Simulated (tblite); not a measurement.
Species: C6H12B (doublet state).
Atom-mapped SMILES: `[BH2:1][C:2]=[CH:3][C@H:4]([CH3:5])[CH2:6][CH3:7]` (hydrogens: H8, H9 on B1; H10 on C3; H11 on C4; H12, H13, H14 on C5; H15, H16 on C6; H17, H18, H19 on C7)
Bond orders are those of one Lewis drawing.

Computed with GFN2-xTB (tblite), gas phase: L-BFGS steps from a force-field or distance-geometry start until the largest atomic force falls under 0.01 eV/Å.

Step 48: E = -546.9804 eV
```
atom  x, y, z in Å  |  force x, y, z in eV/Å
B1      3.3460    0.2014    0.2496   -0.014   0.002  -0.011
C2      2.0068   -0.2180   -0.1621   -0.019   0.028  -0.007
C3      0.8391   -0.5773   -0.5844    0.020   0.025   0.050
C4     -0.4703   -0.5274    0.1822    0.004   0.008  -0.002
C5     -1.1386   -1.9014    0.1238    0.012   0.031   0.020
C6     -1.3889    0.5402   -0.4343   -0.013  -0.050  -0.005
C7     -0.9990    1.9663   -0.0647    0.025  -0.072  -0.019
H8      3.9395   -0.3950    1.0687   -0.037   0.016  -0.009
H9      3.8328    1.1392   -0.2662   -0.008  -0.022   0.032
H10     0.7193   -0.9675   -1.5949   -0.018   0.014   0.000
H11    -0.2677   -0.2696    1.2273    0.015   0.008  -0.048
H12    -1.3375   -2.1802   -0.9100   -0.031  -0.014   0.032
H13    -0.5040   -2.6629    0.5725    0.027   0.026  -0.022
H14    -2.0807   -1.8794    0.6684   -0.006  -0.031  -0.021
H15    -2.4100    0.3553   -0.0921   -0.019  -0.002   0.018
H16    -1.3819    0.4254   -1.5209   -0.016   0.030  -0.012
H17     0.0248    2.1741   -0.3671    0.007   0.003   0.001
H18    -1.6622    2.6733   -0.5619    0.059  -0.016   0.049
H19    -1.0774    2.1129    1.0116    0.013   0.015  -0.047
```

Step 49: E = -546.9813 eV
```
atom  x, y, z in Å  |  force x, y, z in eV/Å
B1      3.3423    0.2051    0.2506   -0.003  -0.019  -0.006
C2      2.0049   -0.2152   -0.1667   -0.009   0.042   0.006
C3      0.8372   -0.5765   -0.5861    0.040   0.006  -0.016
C4     -0.4707   -0.5273    0.1806    0.014  -0.004  -0.008
C5     -1.1381   -1.9007    0.1246    0.001   0.007   0.020
C6     -1.3903    0.5396   -0.4342   -0.017  -0.040  -0.009
C7     -0.9980    1.9648   -0.0647    0.032  -0.058  -0.018
H8      3.9342   -0.3989    1.0657   -0.040   0.018  -0.004
H9      3.8335    1.1449   -0.2561   -0.014  -0.011   0.022
H10     0.7193   -0.9697   -1.5968   -0.024   0.027   0.024
H11    -0.2636   -0.2715    1.2243    0.002   0.028  -0.017
H12    -1.3402   -2.1823   -0.9078   -0.033  -0.006   0.030
H13    -0.5033   -2.6621    0.5726    0.041   0.020  -0.018
H14    -2.0774   -1.8777    0.6730   -0.026  -0.034  -0.020
H15    -2.4114    0.3538   -0.0935   -0.023   0.002   0.029
H16    -1.3834    0.4269   -1.5210   -0.013   0.023  -0.017
H17     0.0261    2.1681   -0.3681    0.021   0.011  -0.007
H18    -1.6583    2.6742   -0.5621    0.052  -0.019   0.049
H19    -1.0726    2.1139    1.0113   -0.001   0.006  -0.041
```

Step 50: E = -546.9823 eV
```
atom  x, y, z in Å  |  force x, y, z in eV/Å
B1      3.3387    0.2084    0.2518    0.009  -0.026  -0.004
C2      2.0034   -0.2129   -0.1715    0.000   0.050   0.018
C3      0.8358   -0.5759   -0.5882    0.043  -0.012  -0.071
C4     -0.4709   -0.5274    0.1789    0.018  -0.017  -0.015
C5     -1.1380   -1.9001    0.1260   -0.010  -0.022   0.016
C6     -1.3914    0.5380   -0.4347   -0.016  -0.015  -0.012
C7     -0.9959    1.9617   -0.0653    0.036  -0.026  -0.011
H8      3.9292   -0.4026    1.0625   -0.039   0.017   0.002
H9      3.8318    1.1523   -0.2445   -0.018  -0.006   0.015
H10     0.7178   -0.9699   -1.5994   -0.023   0.033   0.038
H11    -0.2590   -0.2726    1.2211   -0.013   0.044   0.011
H12    -1.3450   -2.1847   -0.9045   -0.028   0.004   0.023
H13    -0.5021   -2.6610    0.5724    0.050   0.011  -0.010
H14    -2.0747   -1.8765    0.6779   -0.037  -0.033  -0.012
H15    -2.4129    0.3524   -0.0949   -0.019   0.005   0.034
H16    -1.3842    0.4285   -1.5217   -0.015   0.009  -0.017
H17     0.0281    2.1626   -0.3694    0.036   0.009  -0.016
H18    -1.6531    2.6744   -0.5610    0.035  -0.016   0.034
H19    -1.0673    2.1145    1.0101   -0.009  -0.010  -0.023
```

Step 51: E = -546.9833 eV
```
atom  x, y, z in Å  |  force x, y, z in eV/Å
B1      3.3350    0.2117    0.2534    0.014  -0.023  -0.004
C2      2.0021   -0.2103   -0.1765    0.004   0.049   0.021
C3      0.8350   -0.5756   -0.5915    0.025  -0.017  -0.093
C4     -0.4706   -0.5281    0.1771    0.012  -0.025  -0.018
C5     -1.1381   -1.8998    0.1282   -0.016  -0.045   0.010
C6     -1.3925    0.5359   -0.4357   -0.006   0.014  -0.011
C7     -0.9924    1.9577   -0.0662    0.037   0.013  -0.003
H8      3.9240   -0.4063    1.0591   -0.031   0.011   0.013
H9      3.8277    1.1616   -0.2307   -0.019  -0.003   0.008
H10     0.7141   -0.9680   -1.6027   -0.015   0.030   0.029
H11    -0.2539   -0.2729    1.2178   -0.028   0.052   0.025
H12    -1.3519   -2.1874   -0.9001   -0.016   0.013   0.014
H13    -0.5000   -2.6599    0.5721    0.051  -0.001  -0.003
H14    -2.0728   -1.8759    0.6834   -0.036  -0.030   0.001
H15    -2.4146    0.3508   -0.0964   -0.003   0.009   0.034
H16    -1.3847    0.4303   -1.5233   -0.019  -0.008  -0.012
H17     0.0313    2.1566   -0.3716    0.047   0.000  -0.022
H18    -1.6464    2.6743   -0.5591    0.013  -0.008   0.009
H19    -1.0610    2.1146    1.0083   -0.012  -0.031   0.001
```

Question: Estimate the geometry and energy of step 52. (The exact step hangs on the optimiser's Hessian estimate; all steps are aligned on step 51, rigid shifts and turns removed.)

Answer: E = -546.9842 eV, largest force 0.068 eV/Å
```
atom  x, y, z in Å  |  force x, y, z in eV/Å
B1      3.3318    0.2144    0.2549    0.011  -0.010  -0.006
C2      2.0008   -0.2075   -0.1806    0.000   0.037   0.011
C3      0.8350   -0.5759   -0.5959   -0.005  -0.006  -0.068
C4     -0.4698   -0.5292    0.1753   -0.002  -0.023  -0.014
C5     -1.1386   -1.9004    0.1307   -0.015  -0.048   0.007
C6     -1.3933    0.5338   -0.4370    0.010   0.032  -0.007
C7     -0.9880    1.9540   -0.0671    0.031   0.038   0.001
H8      3.9193   -0.4096    1.0563   -0.020   0.004   0.023
H9      3.8223    1.1715   -0.2171   -0.017  -0.005   0.004
H10     0.7093   -0.9647   -1.6066   -0.002   0.018   0.002
H11    -0.2496   -0.2720    1.2151   -0.040   0.047   0.016
H12    -1.3599   -2.1897   -0.8954    0.001   0.016   0.003
H13    -0.4971   -2.6591    0.5719    0.040  -0.011   0.000
H14    -2.0717   -1.8758    0.6888   -0.023  -0.027   0.016
H15    -2.4162    0.3497   -0.0978    0.022   0.014   0.031
H16    -1.3851    0.4315   -1.5251   -0.023  -0.022  -0.002
H17     0.0357    2.1510   -0.3744    0.045  -0.010  -0.020
H18    -1.6396    2.6738   -0.5572   -0.005   0.002  -0.014
H19    -1.0550    2.1138    1.0067   -0.007  -0.048   0.017
```

The energy changes by -0.0009 eV. The first-order estimate −F·Δx gives -0.0013 eV and the mean of the old and new forces, exact on a quadratic surface, -0.0009 eV. The step makes an angle of 76° with the force vector and moves no atom by more than 0.018 Å.

The cost below is that of the whole relaxation. On one thread of an Arm Neoverse N1, on a shared host, this took 1.1 s wall.
